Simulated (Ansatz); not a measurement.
Gas-phase electronic energies from Ansatz, PBE0-D4/def2-TZVP geometries. CCSD(T)/CBS is the MP2 limit (def2-TZVPP, def2-QZVPP) plus CCSD(T) − MP2 in def2-TZVPP, frozen cores. Functionals use def2-TZVPP. Each species was taken in one conformer, which may not be the lowest.

Consider the cleavage of the Si–Al bond: `CO[CH2][AlH][SiH3]` + `OC(O)O` → `OC(O)O[SiH3]` + `CO[CH2][AlH2]`.

```csv
level,ΔE (eV)
ωB97M-V,-0.90
CCSD/def2-TZVPP,-0.87
CCSD(T)/def2-TZVPP,-0.84
HF/CBS(def2),-1.16
```

(1) What does CCSD(T)/CBS give? (An estimate is asked.)

Largest T1 diagnostic among the species: 0.012.

Results:

(1) The calculation gave: -0.85 eV. The listed levels differ from it by -0.05, -0.02, 0.01, -0.31 eV.

From PBE to PBE0 (25 % exact exchange), in def2-TZVPP and without D4, ΔE moves by −0.08 eV. In def2-TZVPP, CCSD(T) changes the Hartree–Fock value by +0.29 eV (the triples alone add +0.04 eV) and MP2 by +0.19 eV.
